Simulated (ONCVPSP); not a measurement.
# Scattering properties, ONCV potential for rhenium (Re)

```
Element                 : rhenium
Generator               : ONCVPSP 4.0.1
Type                    : optimised norm-conserving Vanderbilt (ONCV)
Functional              : PBE
Relativity              : scalar-relativistic
Frozen core             : [Kr] 4d10
Valence charge          : 29
Reference configuration : 4f14 5s2 5p6 5d5 6s2
Partial waves           : 5s+6s: rc 1.50 bohr, ncon 4, nbas 7, qcut 6.7 1/bohr, 2 projectors; 5p: rc 1.10 bohr, ncon 3, nbas 7, qcut 7.6 1/bohr, 2 projectors, debl 2.5 Ha; 5d: rc 1.85 bohr, ncon 4, nbas 9, qcut 4.9 1/bohr, 2 projectors, debl 1.4 Ha; 4f: rc 0.90 bohr, ncon 4, nbas 9, qcut 20.5 1/bohr, 1 projector
Local potential         : polynomial inside 0.70 bohr (lpopt 5, dvloc0 0 Ha)
Core correction         : none
```

The phase is arctan(r·R′/R) of the radial function R(r), unwrapped; energies in Ha, scanned from -5 to 5 Ha. A pole is an energy at which the radial function vanishes at the test radius. The pseudo phase is shifted by a multiple of π to meet the all-electron one at the reference energy, and phase errors are pseudo minus all-electron; the curves can meet again beyond the range given. Levels narrower than the energy grid can be missing from the lists of poles.

**Question.** For each channel, where are the poles, and over which energies does the pseudopotential scatter like the atom?

**Answer.**

```
channel  radius (bohr)  reference energy (Ha)  poles, all-electron  poles, pseudo  unbroken range about the reference energy with phases within 0.05 rad  phase error 1 Ha above the reference energy (rad)
      s           1.53                  -0.22                -2.28          -2.28                                                        the whole range                                             -0.000
      p           1.12                  -1.73                 none           none                                                        the whole range                                             +0.000
      d           1.88                  -0.20                 0.96           0.96                                                        the whole range                                             +0.000
      f           0.91                  -1.55                -0.12          -0.08                                                              below 3.1                                             +0.004
```

Note: ghosts flagged at negative energy: s at -480.5 eV, d at -1345.3 eV, p at -6.7 eV; no localised positive-energy state flagged. A true bound ghost makes a file unfit for plane-wave use.

Phases in the s channel:

```csv
E (Ha),all-electron,pseudo
-4.96,0.993,0.993
-4.72,0.885,0.885
-4.48,0.714,0.714
-4.24,0.420,0.420
-4.00,-0.061,-0.061
-3.76,-0.611,-0.611
-3.52,-0.996,-0.996
-3.28,-1.221,-1.221
-3.04,-1.358,-1.358
-2.80,-1.449,-1.449
-2.56,-1.514,-1.514
-2.32,-1.564,-1.564
-2.08,-1.605,-1.605
-1.84,-1.639,-1.639
-1.60,-1.670,-1.670
-1.36,-1.699,-1.699
-1.12,-1.726,-1.726
-0.88,-1.753,-1.753
-0.64,-1.781,-1.781
-0.40,-1.810,-1.810
-0.16,-1.841,-1.841
0.08,-1.875,-1.875
0.32,-1.915,-1.915
0.56,-1.960,-1.960
0.80,-2.015,-2.015
1.04,-2.082,-2.082
1.28,-2.167,-2.167
1.52,-2.277,-2.278
1.76,-2.424,-2.425
2.00,-2.620,-2.623
2.24,-2.873,-2.878
2.48,-3.170,-3.177
2.72,-3.467,-3.475
2.96,-3.721,-3.729
3.20,-3.917,-3.925
3.44,-4.064,-4.071
3.68,-4.173,-4.180
3.92,-4.257,-4.263
4.16,-4.322,-4.328
4.40,-4.374,-4.380
4.64,-4.417,-4.422
4.88,-4.452,-4.457
```
